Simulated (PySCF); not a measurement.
## Computed structure and properties of [YbSF]−

System: [YbSF]− (singlet in the valence; each metal's 4f electrons, 14 of them, lie in its core potential, out of spins and levels); start: template (Cs). Method: PySCF 2.14.0, RKS PBE0, Yb lcecp-0-SVP with ECP60, S def2-SVP, F def2-SVP; non-relativistic Hamiltonian with scalar-relativistic core potentials where named; density fitting; no spin-orbit coupling.

Input of the relaxation:

```python
mol = gto.M(atom='''
Yb    -0.15025     0.00000    -0.21784
S      2.09035     0.00000     0.78486
F     -2.14215     0.00000     0.67356''',
    basis={'Yb': 'lcecp-0-SVP', 'S': 'def2-SVP', 'F': 'def2-SVP'},
    ecp={'Yb': 'lcecp-0-SVP'},
    charge=-1, spin=0)
mf = dft.RKS(mol, xc='PBE0')
mf.grids.atom_grid = (50, 194)  # f atoms: unpruned, at least (60, 302)
mf = mf.density_fit()  # fitting sets: Yb AutoAux, S def2-universal-JKFIT, F def2-universal-JKFIT
mf.conv_tol = 1e-08; mf.max_cycle = 55
mf.kernel(dm0)  # dm0: converged density of the start geometry
# quasi-Newton relaxation in Cartesian coordinates to a largest gradient under 0.00045 Eh/bohr, steps kept in the point group
```

Run from Python with OMP_NUM_THREADS=2; the lines above give its settings. Where DIIS fails, smearing, a level shift and second-order steps follow.
It took 12 s on 2 threads of Arm Neoverse V2 (shared host), from the converged density of the start.

Course of the relaxation:

```tsv
step	energy above end (eV)	largest force component within the symmetry (eV/Å)
0	0.0950	1.417
1	0.0395	0.649
2	0.0150	0.122
3	0.0103	0.167
4	0.0044	0.176
5	0.0017	0.120
6	0.0003	0.044
7	0.0001	0.026
8	0.0000	0.011
```

Relaxed geometry (Cs):

```xyz
3

Yb   -0.1965    0.0000   -0.0055
S     2.2682    0.0000    0.7030
F    -2.2738    0.0000    0.5431
```

```tsv
contact	Å
Yb1–S2 (S)	2.565
Yb1–F3 (F)	2.148
```

On the finer grid (75, 302):

* HOMO: not given (4f levels lie in the core)
* LUMO: not given (4f levels lie in the core)
* Dipole about the centre of mass: 7.79 D
* Set of Mulliken populations of Yb1 outside the core potential: s 2.45, p 6.41, d 0.93, f 0.01
* D3(BJ) dispersion energy (not in the energies): -0.043 eV

```json
{"atom": "Yb1", "Mulliken (e)": "0.19", "Löwdin (e)": "-0.08", "spin (e)": "0.00"}
{"atom": "S2", "Mulliken (e)": "-0.62", "Löwdin (e)": "-0.43", "spin (e)": "0.00"}
{"atom": "F3", "Mulliken (e)": "-0.57", "Löwdin (e)": "-0.49", "spin (e)": "0.00"}
```

The 4f levels lie in the core potential and are missing.

On the grid (50, 194), as all that follows. Harmonic modes: a minimum within the noise of the softest modes; lowest 46 cm⁻¹ (negative: unstable), highest 437 cm⁻¹, zero-point energy 0.050 eV.

Rigid scan of S along the line from its metal:

distance to S2 (Å), energy (eV) and a bar:
```
     2.26      0.665 ##############################
     2.36      0.261 ############
     2.46      0.058 ###
     2.56      0.000 
     2.66      0.044 ##
     2.76      0.159 #######
     2.86      0.321 ##############
     3.01      0.614 ############################
```

Taking off one F (charge -1, singlet; the rest: singlet) in vacuum, both parts rigid, costs 5.49 eV; the small basis without counterpoise inflates it.

Rigid scan of F along the line from its metal:

```
distance to F3 (Å)  energy (eV)
              1.85        0.903
              1.95        0.338
              2.05        0.071
              2.15        0.000
              2.25        0.052
              2.35        0.182
              2.55        0.555
              2.85        1.182
              3.25        1.940
              3.75        2.688
```

One start shape was tried, so this needn't be the lowest isomer.

An lcecp potential fixes the number of 4f electrons, so in runs with it no electron can move into or out of that shell.
